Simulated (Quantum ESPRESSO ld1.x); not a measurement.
Results of a calculation; reference values are marked as such.
Task: The mean radii <r> (bohr) of the occupied orbitals of an atom or ion are listed with their occupations. Code: ld1.x of Quantum ESPRESSO 7.5. Model: non-relativistic Kohn-Sham, LDA (Slater exchange, Perdew-Zunger correlation), spin-polarised, spherical densities, point nucleus.

orbital  occ.     <r>
1s up       1  0.2314
1s down     1  0.2302
2s up       1   1.167
2p up       2   1.123

Name the element and its charge. Open shells, if any, are filled with parallel spins first.

Result: Z = 7, nitrogen, charge +2: N2+ in [He] 2s1 2p2. The 1s radius gives Z: for a bare nucleus <r> = 1.5/Z, 0.2143 bohr for Z = 7, and screening makes it slightly larger (0.2314 here). The occupations add up to 5, and the charge is Z minus that.
